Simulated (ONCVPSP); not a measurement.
# Building the ONCV potential for gold (PBE, scalar-relativistic).

Input for ONCVPSP 4.0.1:

```
# ATOM AND REFERENCE CONFIGURATION
# atsym  z   nc   nv     iexc    psfile
  Au 79.00   10    3        4      upf
#
#   n    l    f
    1    0    2.00
    2    0    2.00
    2    1    6.00
    3    0    2.00
    3    1    6.00
    3    2   10.00
    4    0    2.00
    4    1    6.00
    4    2   10.00
    4    3   14.00
    5    0    2.00
    5    1    6.00
    5    2    9.50
#
# PSEUDOPOTENTIAL AND OPTIMIZATION
# lmax
    2
#
#   l,   rc,      ep,       ncon, nbas, qcut
    0    1.00    0.00    5    9    5.10
    1    1.20    0.00    4    7    7.30
    2    1.95    0.00    3    8    6.90
#
# LOCAL POTENTIAL
# lloc, lpopt,  rc(5),   dvloc0
    4    5    0.80    2.00
#
# VANDERBILT-KLEINMAN-BYLANDER PROJECTORs
# l, nproj, debl
    0    2    2.30
    1    2    0.50
    2    1    2.50
#
# MODEL CORE CHARGE
# icmod, fcfact, rcfact
    3    2.75    1.30
#
# LOG DERIVATIVE ANALYSIS
# epsh1, epsh2, depsh
   -6.00    5.00    0.04
#
# OUTPUT GRID
# rlmax, drl
    6.00    0.01
#
# TEST CONFIGURATIONS
# ncnf
    4
# nvcnf
#   n    l    f
    4
    5    0    2.00
    5    1    6.00
    5    2   10.00
    6    0    1.00
#
    3
    5    0    2.00
    5    1    6.00
    5    2   10.00
#
    3
    5    0    2.00
    5    1    6.00
    5    2    9.00
#
    4
    5    0    2.00
    5    1    6.00
    5    2    9.00
    6    0    2.00
#
```

Command:

```bash
oncvpsp.x < Au.dat > Au.out
```

Output (shortened: citation, most of the input echo, consistency checks and plot data are left out):

```
ONCVPSP  (Optimized Norm-Conservinng Vanderbilt PSeudopotential)
scalar-relativistic version 4.0.1

#   n    l    f        energy (Ha)
    1    0    2.00    -2.9694737E+03
    2    0    2.00    -5.2436791E+02
    2    1    6.00    -4.5331333E+02
    3    0    2.00    -1.2418085E+02
    3    1    6.00    -1.0357573E+02
    3    2   10.00    -8.1589073E+01
    4    0    2.00    -2.7381244E+01
    4    1    6.00    -2.0626323E+01
    4    2   10.00    -1.2522649E+01
    4    3   14.00    -3.5272698E+00
    5    0    2.00    -4.5286125E+00
    5    1    6.00    -2.7421846E+00
    5    2    9.50    -7.7730850E-01

Reference configufation results
  iterations    21
  all-electron total energy (Ha)   -1.90111902D+04

Begin loop to  construct optimized pseudo wave functions
and semi-local pseudopoentials for all angular momenta

WARNING wellstate: negative energy specified for n= 6 l=  0
WARNING scattering state with energy  0.25000000
WARNING will be used for the first projector

   Wellstate for l =  0  n =  7
     eigenvalue =   0.2500
     asymptotic potential =   0.7500
     half-point radius =  4.0421

Calculating optimized projector #   1

 for l=   0

    Fraction of norm inside rc  0.633063
    Optimizing pswf for qcut=   5.08 a_B^-1,  ecut=  12.91 Ha
    Residual kinetic energy error=  3.44D-01 Ha

    Energy error per electron        Cutoff
         Ha          eV             Ha
         0.01000     0.27211      176.90
         0.00100     0.02721      219.09
         0.00010     0.00272      243.70
         0.00001     0.00027      290.94

Calculating optimized projector #   2

 for l=   0

    Fraction of norm inside rc  0.023292
    Optimizing pswf for qcut=   5.08 a_B^-1,  ecut=  12.91 Ha
    Residual kinetic energy error=  4.30D-02 Ha

    Energy error per electron        Cutoff
         Ha          eV             Ha
         0.01000     0.27211       22.55
         0.00100     0.02721      104.90
         0.00010     0.00272      268.84
         0.00001     0.00027      308.09

WARNING wellstate: negative energy specified for n= 6 l=  1
WARNING scattering state with energy  0.25000000
WARNING will be used for the first projector

   Wellstate for l =  1  n =  7
     eigenvalue =   0.2500
     asymptotic potential =   0.7500
     half-point radius =  5.4220

Calculating optimized projector #   1

 for l=   1

    Fraction of norm inside rc  0.679273
    Optimizing pswf for qcut=   7.31 a_B^-1,  ecut=  26.71 Ha
    Residual kinetic energy error=  7.47D-03 Ha

    Energy error per electron        Cutoff
         Ha          eV             Ha
         0.01000     0.27211       25.10
         0.00100     0.02721       84.82
         0.00010     0.00272      104.52
         0.00001     0.00027      144.13

Calculating optimized projector #   2

 for l=   1

    Fraction of norm inside rc  0.027145
    Optimizing pswf for qcut=   7.31 a_B^-1,  ecut=  26.71 Ha
    Residual kinetic energy error=  1.03D-03 Ha

    Energy error per electron        Cutoff
         Ha          eV             Ha
         0.01000     0.27211        9.63
         0.00100     0.02721       26.74
         0.00010     0.00272       54.53
         0.00001     0.00027       97.43

Calculating optimized projector #   1

 for l=   2

    Fraction of norm inside rc  0.785857
    Optimizing pswf for qcut=   6.90 a_B^-1,  ecut=  23.83 Ha
    Residual kinetic energy error=  5.03D-06 Ha

    Energy error per electron        Cutoff
         Ha          eV             Ha
         0.01000     0.27211       14.46
         0.00100     0.02721       17.99
         0.00010     0.00272       20.69
         0.00001     0.00027       23.45

Construct Vanderbilt / Kleinmman-Bylander projectors

B matrix Hermiticity error, ll=   0
   1   2   -7.6121E-04

  Orthonormal projector coefficients  4.9614E+01  1.8387E+01

B matrix Hermiticity error, ll=   1
   1   2   -3.7645E-04

  Orthonormal projector coefficients  2.2474E+01  3.8132E+00

Model core correction analysis
  based on d2Exc/dn_idn_j

d2excae - all-electron derivatives

   -2.998001D-02   -2.562631D-02   -1.328953D-02
   -2.562637D-02   -2.493774D-02   -1.638786D-02
   -1.328959D-02   -1.638788D-02   -1.855959D-02

d2excps - pseudofunction derivatives with no core correction

   -4.542746D-02   -3.493283D-02   -1.629399D-02
   -3.493383D-02   -3.075091D-02   -1.818852D-02
   -1.629455D-02   -1.818862D-02   -1.941767D-02

rms 2nd derivative error    7.233677E-03

rmatch, rhocmatch    0.7917   19.8297

Teter function model core charge with specified parameters

d2excps - pseudofunction derivatives with core correction

   -3.438161D-02   -2.837466D-02   -1.441292D-02
   -2.837498D-02   -2.633600D-02   -1.694703D-02
   -1.441313D-02   -1.694705D-02   -1.907588D-02

rms 2nd derivative error    2.104326E-03

Pseudoatom total energy -135.810572

Diagnostic tests using Vanderbilt-Kleinman-Bylander pseudopotentials
  1 or more projectors used as specified by nproj input data

   l    rcore       rmatch      e in        delta e   norm test  slope test

   0   1.0057738   1.0363113  -4.5286125  -0.0001421   1.0002008   1.0002346
   0   1.0057738   1.0363113   0.2500000   0.0001951   1.0005103   1.0005103

   1   1.2034824   1.2400227  -2.7421846  -0.0000372   1.0002165   1.0002536
   1   1.2034824   1.2400227   0.2500000  -0.0000010   1.0006501   1.0006501

   2   1.9537823   2.0131034  -0.7773085  -0.0000240   0.9999931   0.9999719

 Testing for bound ghosts
   n   l    E NL Schr. Eq   E Basis Diag.   E Cutoff

   1   0       -4.528755       -4.528524    344.36

   2   1       -2.742222       -2.741997    153.56

   3   2       -0.777333       -0.777122     67.78

 Testing for highly-localized positive-energy ghosts
       l    <radius>/rc     E Basis Diag.   E Cutoff

       0        0.223794       -1.903620    344.36  WARNING - GHOST(+)

       1        0.546464        8.319544    153.56  WARNING - GHOST(+)

Test configuration 0

   n   l     f        eae           eps        diff
   1   0  2.0000-2969.47368697
   2   0  2.0000 -524.36791055
   2   1  6.0000 -453.31332602
   3   0  2.0000 -124.18085474
   3   1  6.0000 -103.57572602
   3   2 10.0000  -81.58907263
   4   0  2.0000  -27.38124447
   4   1  6.0000  -20.62632276
   4   2 10.0000  -12.52264884
   4   3 14.0000   -3.52726982
   5   0  2.0000   -4.52861248   -4.52875455   -1.42D-04
   5   1  6.0000   -2.74218457   -2.74222181   -3.72D-05
   5   2  9.5000   -0.77730850   -0.77733253   -2.40D-05

    Total energies and differences
      AE_ref= -1.90111902D+04  AE_tst= -1.90111902D+04  dif=  0.00D+00
      PS_ref= -1.35810572D+02  PS_tst= -1.35810572D+02  dif=  0.00D+00
      PSP excitation error=  0.00D+00

Test configuration 1

   n   l     f        eae           eps        diff
   1   0  2.0000-2968.92589778
   2   0  2.0000 -523.82239757
   2   1  6.0000 -452.76777819
   3   0  2.0000 -123.63495332
   3   1  6.0000 -103.02982059
   3   2 10.0000  -81.04334170
   4   0  2.0000  -26.83501075
   4   1  6.0000  -20.08010982
   4   2 10.0000  -11.97652401
   4   3 14.0000   -2.98117312
   5   0  2.0000   -3.98249004   -3.98226273    2.27D-04
   5   1  6.0000   -2.19696170   -2.19683415    1.28D-04
   5   2 10.0000   -0.25273410   -0.25277475   -4.06D-05
   6   0  1.0000   -0.21176012   -0.21174564    1.45D-05

    Total energies and differences
      AE_ref= -1.90111902D+04  AE_tst= -1.90118705D+04  dif= -6.80D-01
      PS_ref= -1.35810572D+02  PS_tst= -1.36491041D+02  dif= -6.80D-01
      PSP excitation error=  1.71D-04

Test configuration 2

   n   l     f        eae           eps        diff
   1   0  2.0000-2969.23845579
   2   0  2.0000 -524.13205489
   2   1  6.0000 -453.07748944
   3   0  2.0000 -123.94533868
   3   1  6.0000 -103.34021348
   3   2 10.0000  -81.35347159
   4   0  2.0000  -27.14592613
   4   1  6.0000  -20.39101133
   4   2 10.0000  -12.28732625
   4   3 14.0000   -3.29206627
   5   0  2.0000   -4.29519845   -4.29550422   -3.06D-04
   5   1  6.0000   -2.51159431   -2.51168745   -9.31D-05
   5   2 10.0000   -0.56330305   -0.56337161   -6.86D-05

    Total energies and differences
      AE_ref= -1.90111902D+04  AE_tst= -1.90115247D+04  dif= -3.35D-01
      PS_ref= -1.35810572D+02  PS_tst= -1.36145163D+02  dif= -3.35D-01
      PSP excitation error=  6.23D-05

Test configuration 3

   n   l     f        eae           eps        diff
   1   0  2.0000-2969.72618425
   2   0  2.0000 -524.62115712
   2   1  6.0000 -453.56656093
   3   0  2.0000 -124.43344283
   3   1  6.0000 -103.82830940
   3   2 10.0000  -81.84179869
   4   0  2.0000  -27.63340372
   4   1  6.0000  -20.87845512
   4   2 10.0000  -12.77477372
   4   3 14.0000   -3.77917787
   5   0  2.0000   -4.77767282   -4.77760708    6.57D-05
   5   1  6.0000   -2.98759060   -2.98754820    4.24D-05
   5   2  9.0000   -1.00452237   -1.00444150    8.09D-05

    Total energies and differences
      AE_ref= -1.90111902D+04  AE_tst= -1.90107453D+04  dif=  4.45D-01
      PS_ref= -1.35810572D+02  PS_tst= -1.35365642D+02  dif=  4.45D-01
      PSP excitation error= -6.16D-05

Test configuration 4

   n   l     f        eae           eps        diff
   1   0  2.0000-2969.03513979
   2   0  2.0000 -523.93611474
   2   1  6.0000 -452.88139044
   3   0  2.0000 -123.74750593
   3   1  6.0000 -103.14235929
   3   2 10.0000  -81.15630012
   4   0  2.0000  -26.94680626
   4   1  6.0000  -20.19192958
   4   2 10.0000  -12.08849964
   4   3 14.0000   -3.09291923
   5   0  2.0000   -4.08990304   -4.08870537    1.20D-03
   5   1  6.0000   -2.29800824   -2.29745789    5.50D-04
   5   2  9.0000   -0.32888943   -0.32880488    8.45D-05
   6   0  2.0000   -0.24486425   -0.24487960   -1.53D-05

    Total energies and differences
      AE_ref= -1.90111902D+04  AE_tst= -1.90118083D+04  dif= -6.18D-01
      PS_ref= -1.35810572D+02  PS_tst= -1.36428968D+02  dif= -6.18D-01
      PSP excitation error=  3.11D-04
```

Note: ghosts flagged at negative energy: s at -51.8 eV; GHOST(+) flagged for p at 226.4 eV. A true bound ghost makes a file unfit for plane-wave use.

The run took about 5.2 s on one core of a shared server CPU.
